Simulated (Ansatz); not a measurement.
IIn (SMILES [In][I]), singlet, geometry from GFN2-xTB (such geometries of metal compounds can be far from the true shape) (core potentials on I, In).

Here is a job for Ansatz (a program for electronic structure).
Ansatz 0.2 input:
```yaml
crystal:
  periodic: [false, false, false]
  atoms:
    - {symbol: In, position_ang: [-0.00000000, -0.00000000, -1.44929646]}
    - {symbol: I, position_ang: [0.00000000, 0.00000000, 1.33991559]}
basis:
  gaussian:
    orbitals: def2-SVP
hamiltonian:
  xc: cam_b3lyp
```

Q: What does this run give for the number of basis functions, total energy?

A: 
| Property | Result |
|---|---|
| number of basis functions | 52 |
| total energy | -487.8928 Eh |
